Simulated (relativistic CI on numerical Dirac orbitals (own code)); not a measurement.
# How well does a small relativistic CI reproduce Ti³⁺?

Computed by Dirac-Coulomb-Breit CI, KLI orbitals optimised for each configuration, model QED (radiative potential, 1s self-energy scaled to tabulated hydrogen-like ionisation energies), valence Slater integrals scaled by 0.85, P86 correlation estimate, and configurations built on the next ion tied to the tabulated ionisation energy (semi-empirical) (own radial code, finite nucleus).

Configuration list (outside the closed core [Ne]): 3s2.3p6.3d, 3s2.3p6.4s, 3s2.3p6.4p, 3s2.3p6.4d, 3s2.3p6.5s, 3s2.3p6.4f, 3s2.3p5.3d2, 3s2.3p6.5p, 3s2.3p6.5d, 3s2.3p6.5f, 3s2.3p4.3d3, 3s2.3p6.5g, 3s.3p6.3d2, 3s2.3p5.3d.4s. Levels of other configurations are missing.

| Configuration | Term (tabulated) | J | Measured (cm⁻¹) | Computed | Error | Purity (%) |
| --- | --- | --- | --- | --- | --- | --- |
| 3s2.3p6.3d | 2D | 3/2 | 0.0 | 0 | 0 | 98 |
| 3s2.3p6.3d | 2D | 5/2 | 382.1 | 355 | -28 | 98 |
| 3s2.3p6.4s | 2S | 1/2 | 80388.9 | 84745 | 4356 | 100 |
| 3s2.3p6.4p | 2P° | 1/2 | 127921.4 | 130334 | 2412 | 100 |
| 3s2.3p6.4p | 2P° | 3/2 | 128739.6 | 131109 | 2369 | 100 |
| 3s2.3p6.4d | 2D | 3/2 | 196804.3 | 199104 | 2299 | 100 |
| 3s2.3p6.4d | 2D | 5/2 | 196890.0 | 199182 | 2292 | 100 |
| 3s2.3p6.5s | 2S | 1/2 | 212407.3 | 213830 | 1423 | 100 |
| 3s2.3p6.5p | 2P° | 1/2 | 230608.9 | 231929 | 1320 | 100 |
| 3s2.3p6.5p | 2P° | 3/2 | 230924.4 | 232222 | 1298 | 100 |
| 3s2.3p6.4f | 2F° | 5/2 | 236135.3 | 237649 | 1514 | 99 |
| 3s2.3p6.4f | 2F° | 7/2 | 236142.3 | 237653 | 1510 | 99 |
| 3s2.3p6.5d | 2D | 3/2 | 258838.5 | 260689 | 1851 | 100 |
| 3s2.3p6.5d | 2D | 5/2 | 258877.1 | 260722 | 1845 | 100 |
| 3s2.3p5.3d2 | 2F° † | 5/2 | 274839.8 | 302108 | 27268 | 96 |
| 3s2.3p6.5f | 2F° | 5/2 | 275847.0 | 277300 | 1453 | 99 |
| 3s2.3p6.5f | 2F° | 7/2 | 275861.9 | 277309 | 1447 | 99 |
| 3s2.3p6.5g | 2G | 7/2 | 278510.6 | 278734 | 223 | 100 |
| 3s2.3p6.5g | 2G | 9/2 | 278511.2 | 278734 | 223 | 100 |

Measured levels from Corliss and Sugar, J. Phys. Chem. Ref. Data 8, 1 (1979); pairs were made by configuration, J and term (by order where the table uses no LS term), so strongly mixed levels may be paired wrongly.

Mean error by configuration (cm⁻¹): 3s2.3p6.3d -28; 3s2.3p6.4s 4356; 3s2.3p6.4p 2391; 3s2.3p6.4d 2296; 3s2.3p6.5s 1423; 3s2.3p6.5p 1309; 3s2.3p6.4f 1512; 3s2.3p6.5d 1848; 3s2.3p6.5f 1450; 3s2.3p6.5g 223. Over the excited levels the mean absolute error is 1639 cm⁻¹ (18 of the 29 excited levels that our extract of the source holds in range could be paired, and the others can miss by more), and the median relative error of those above 1,000 cm⁻¹ is 0.66 %. † marks terms whose computed intervals miss the measured ones by more than a factor of 2.5, or configurations far off the rest, from wrong mixing, a near crossing or a doubtful label or measurement; they are left out of the means.
